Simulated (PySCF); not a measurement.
This PySCF input asks for the NMR shieldings of `CB[SiH2]N`, CH$_{8}$BNSi; the geometry comes from GFN2-xTB.

```python
import basis_set_exchange as bse
import numpy as np
from pyscf import gto, dft
from pyscf.prop import nmr

atoms = """
C     1.602683   -0.828900    0.291329
B     1.033647    0.600546   -0.018789
Si   -0.884466    0.982172   -0.112089
N    -1.787112   -0.417756    0.375835
H     2.574633   -0.825975    0.782947
H     1.756352   -1.329612   -0.668804
H     0.931585   -1.464936    0.865332
H     1.811055    1.454192   -0.240672
H    -1.386756    2.008002    0.820896
H    -1.313999    1.477593   -1.448365
H    -2.789815   -0.344329    0.436704
H    -1.546608   -1.311682   -0.022092
"""
names = dict.fromkeys(["C", "B", "Si", "N", "H"], "pcSseg-1")
basis = {el: gto.basis.parse(bse.get_basis(n, elements=[el], fmt="nwchem")) for el, n in names.items()}
mol = gto.M(atom=atoms, basis=basis, charge=0, verbose=0)
mf = dft.RKS(mol, xc="PBE0")
mf.grids.level = 2
mf.grids.alignment = dft.numint.BLKSIZE   # the property module wants whole blocks of grid points
mf.conv_tol = 1e-9
mf.kernel()

calc = nmr.RKS(mf)   # GIAO
C = mf.mo_coeff
Co = C[:, mf.mo_occ > 0]
resp = mf.gen_response(singlet=True, hermi=2)
def vind(x):   # induced exchange potential for any number of trial vectors
    d = np.einsum("pi,xij,qj->xpq", C, 2 * x.reshape(-1, C.shape[1], Co.shape[1]), Co, optimize=True)
    return np.einsum("xpq,pi,qj->xij", resp(d - d.transpose(0, 2, 1)), C, Co, optimize=True).ravel()
mo1, _ = nmr.rhf.solve_mo1(calc, with_cphf=vind)
sigma = calc.kernel(mo1)
for i, s in enumerate(sigma):   # ppm
    w = np.linalg.eigvalsh((s + s.T) / 2)
    print("%2d %-2s iso %8.1f  s11 %8.1f  s22 %8.1f  s33 %8.1f" % (i, mol.atom_pure_symbol(i), w.mean(), *w))
```

Problem. Give the expected output.

Solution. 
```
 0 C  iso    166.3  s11    127.3  s22    170.0  s33    201.8
 1 B  iso    -14.7  s11   -124.2  s22    -56.6  s33    136.6
 2 Si iso    406.1  s11    345.9  s22    381.6  s33    490.9
 3 N  iso    271.6  s11    236.1  s22    263.1  s33    315.8
 4 H  iso     29.5  s11     25.9  s22     27.7  s33     35.0
 5 H  iso     31.1  s11     26.0  s22     30.1  s33     37.1
 6 H  iso     29.2  s11     25.1  s22     29.7  s33     33.0
 7 H  iso     21.6  s11     11.1  s22     26.1  s33     27.5
 8 H  iso     26.6  s11     22.9  s22     25.4  s33     31.5
 9 H  iso     26.4  s11     22.3  s22     25.0  s33     31.9
10 H  iso     31.8  s11     23.7  s22     28.1  s33     43.8
11 H  iso     32.0  s11     24.4  s22     28.8  s33     42.9
```

These numbers come from an equivalent density-fitted implementation of the same equations, which agrees with the script to about 0.01 ppm for H and up to a few tenths of a ppm for heavy atoms, so last digits may differ.

Size and cost of the density-fitted run: 115 basis functions, 23 s wall time on 1 thread of an Intel Xeon, shared host; peak memory 0.51 GiB.
